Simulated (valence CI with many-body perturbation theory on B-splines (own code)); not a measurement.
Energy levels of Pr II

Level of theory: configuration interaction combined with many-body perturbation theory (CI+MBPT): four valence electrons over a frozen Dirac-Fock core [Xe], radial functions for each j: 7 s, 7 p, 7 d, 7 f, 4 g, 2 h, with the one-electron correlation potential Σ1 (screened to all orders), the two-electron term Σ2, the three-electron term Σ3, Breit, model QED; selected single and double excitations, second order for the rest (own B-spline code, finite nucleus).

Against 17 measured levels this calculation errs by 526 cm⁻¹ on average and by 991 at most. These come from a selection out of the NIST Handbook of Basic Atomic Spectroscopic Data. Levels without a partner in it may be off by more, other configurations by several thousand cm⁻¹. Among the levels kept, up to 490 cm⁻¹ of a level comes from second order outside the variational space, and about a tenth of that is noise between levels of different J, which matters for small intervals. 2 measured levels below the end of the list, from 5855 cm⁻¹ on, found no clear computed partner, and computed levels of the same name lie up to 2366 cm⁻¹ from them.

Levels 46 to 90 of 211, with energies above the lowest level, 4f³6s ⁵I°_4. "Leading %" is the weight of the configuration and term that name the level; weights of strongly mixed levels are sums over their largest components and can fall short. In the jj column 3d3/2^4 stands for four electrons in 3d with j = 3/2.

```csv
No.,Configuration,Term,J,E (eV),Leading %,g,Second component,Leading jj
46,4f³6s,⁵F°,1,1.068,90,0.027,5 % 4f³6s ³D°,4f5/2^2 4f7/2 6s (39 %)
47,4f²5d6s,⁵G,4,1.075,63,1.103,8 % 4f²5d6s ³G,4f5/2^2 5d5/2 6s (34 %)
48,4f²5d6s,⁵I,7,1.079,36,1.138,27 % 4f²5d² ⁵I,4f5/2 4f7/2 5d5/2 6s (35 %)
49,4f³5d,⁵I°,4,1.091,80,0.631,10 % 4f³5d ³H°,4f5/2^3 5d3/2 (40 %)
50,4f²5d6s,³I,5,1.091,10,0.922,9 % 4f²5d² ⁵H,4f5/2 4f7/2 5d3/2^2 (24 %)
51,4f²5d²,³F,2,1.094,47,0.665,14 % 4f²5d² ⁵G,4f5/2^2 5d3/2^2 (68 %)
52,4f³5d,⁵H°,3,1.095,80,0.543,12 % 4f³5d ³G°,4f5/2^3 5d3/2 (40 %)
53,4f²5d6s,³K,6,1.095,22,0.959,10 % 4f²5d² ³I,4f5/2 4f7/2 5d3/2 6s (31 %)
54,4f³6s,⁵F°,2,1.106,75,0.956,15 % 4f³6s ³F°,4f5/2^2 4f7/2 6s (44 %)
55,4f²5d²,⁵H,3,1.108,26,0.773,12 % 4f²5d6s ³G,4f5/2^2 5d3/2 5d5/2 (33 %)
56,4f²5d²,³K,6,1.134,31,0.974,12 % 4f²5d² ³I,4f5/2 4f7/2 5d3/2 5d5/2 (42 %)
57,4f²5d²,³K,8,1.140,21,1.160,18 % 4f²5d² ⁵K,4f5/2 4f7/2 5d3/2 5d5/2 (26 %)
58,4f³5d,⁵H°,4,1.141,41,0.839,41 % 4f³5d ³H°,4f5/2^3 5d5/2 (50 %)
59,4f²5d²,⁵K,7,1.142,50,1.061,11 % 4f²5d6s ³K,4f5/2 4f7/2 5d3/2 5d5/2 (37 %)
60,4f²5d6s,³G,3,1.148,20,0.888,10 % 4f²5d² ¹F,4f5/2^2 5d3/2 5d5/2 (40 %)
61,4f²5d²,³F,2,1.161,46,0.615,11 % 4f²5d² ⁵G,4f5/2^2 5d3/2 5d5/2 (29 %)
62,4f²5d²,⁵H,4,1.161,29,0.921,14 % 4f²5d² ¹G,4f5/2 4f7/2 5d3/2^2 (32 %)
63,4f³6s,³H°,4,1.165,65,0.872,8 % 4f³6s ³G°,4f5/2^2 4f7/2 6s (41 %)
64,4f²5d6s,⁵I,7,1.170,33,1.148,32 % 4f²5d² ⁵I,4f5/2 4f7/2 5d3/2 5d5/2 (31 %)
65,4f³6s,³H°,5,1.171,37,1.101,22 % 4f³6s ¹H°,4f5/2^2 4f7/2 6s (48 %)
66,4f²5d6s,⁵H,4,1.183,36,0.913,10 % 4f²5d² ³G,4f5/2 4f7/2 5d3/2 6s (18 %)
67,4f³5d,³I°,6,1.185,51,1.023,11 % 4f³5d ⁵I°,4f5/2^2 4f7/2 5d3/2 (33 %)
68,4f³6s,⁵F°,3,1.187,85,1.234,8 % 4f³6s ³F°,4f5/2^2 4f7/2 6s (66 %)
69,4f²5d²,⁵I,4,1.190,52,0.741,11 % 4f²5d² ⁵H,4f5/2^2 5d3/2^2 (28 %)
70,4f²5d6s,⁵H,5,1.197,38,1.067,13 % 4f²5d6s ³H,4f5/2 4f7/2 5d3/2 6s (47 %)
71,4f²5d6s,⁵K,8,1.206,60,1.170,20 % 4f²5d² ⁵I,4f5/2 4f7/2 5d5/2 6s (41 %)
72,4f²5d6s,³I,6,1.217,31,1.038,11 % 4f²5d6s ⁵I,4f5/2 4f7/2 5d5/2 6s (31 %)
73,4f³5d,⁵I°,5,1.220,80,0.914,8 % 4f³5d ³H°,4f5/2^2 4f7/2 5d3/2 (58 %)
74,4f²5d6s,⁵G,5,1.228,56,1.170,5 % 4f²5d6s ³I,4f5/2 4f7/2 5d5/2 6s (49 %)
75,4f³5d,⁵K°,9,1.228,94,1.218,,4f7/2^3 5d5/2 (34 %)
76,4f³6s,³F°,2,1.229,74,0.739,17 % 4f³6s ⁵F°,4f5/2^2 4f7/2 6s (60 %)
77,4f²5d²,³H,5,1.236,14,1.068,13 % 4f²5d² ⁵H,4f5/2^2 5d5/2^2 (27 %)
78,4f²5d²,⁵I,4,1.242,12,0.952,8 % 4f²5d² ³G,4f5/2 4f7/2 5d3/2^2 (18 %)
79,4f³5d,⁵L°,10,1.243,96,1.199,,4f7/2^3 5d5/2 (51 %)
80,4f²5d²,⁵L,10,1.254,97,1.199,,4f7/2^2 5d5/2^2 (60 %)
81,4f³5d,⁵G°,2,1.257,89,0.345,,4f5/2^3 5d5/2 (56 %)
82,4f²5d²,⁵H,5,1.259,31,1.123,15 % 4f²5d6s ⁵G,4f5/2 4f7/2 5d3/2 5d5/2 (33 %)
83,4f³6s,⁵F°,4,1.269,73,1.271,5 % 4f³6s ³F°,4f5/2^2 4f7/2 6s (45 %)
84,4f³5d,⁵H°,4,1.270,40,0.924,21 % 4f³5d ³H°,4f5/2^2 4f7/2 5d3/2 (44 %)
85,4f²5d²,⁵D,1,1.271,72,1.334,6 % 4f²5d² ³D,4f5/2^2 5d3/2 5d5/2 (50 %)
86,4f³5d,⁵G°,3,1.272,61,0.852,21 % 4f³5d ³G°,4f5/2^3 5d5/2 (33 %)
87,4f²5d²,⁵D,0,1.274,85,,,4f5/2^2 5d5/2^2 (41 %)
88,4f²5d²,⁵D,2,1.275,35,1.154,8 % 4f²5d² ³D,4f5/2^2 5d3/2 5d5/2 (54 %)
89,4f²5d6s,⁵H,3,1.278,11,0.908,9 % 4f²5d6s ³F,4f5/2^2 5d5/2 6s (19 %)
90,4f²5d6s,⁵I,8,1.282,35,1.202,15 % 4f²5d² ⁵K,4f7/2^2 5d5/2 6s (24 %)
```

Names give the largest LS component (configuration and term), which can be under half, so a name can repeat, a term be missing and a line seem to break the LS rules; names also repeat where a configuration has a term twice.

Where two levels of one J and parity lie close, their mixing, g and order are uncertain.
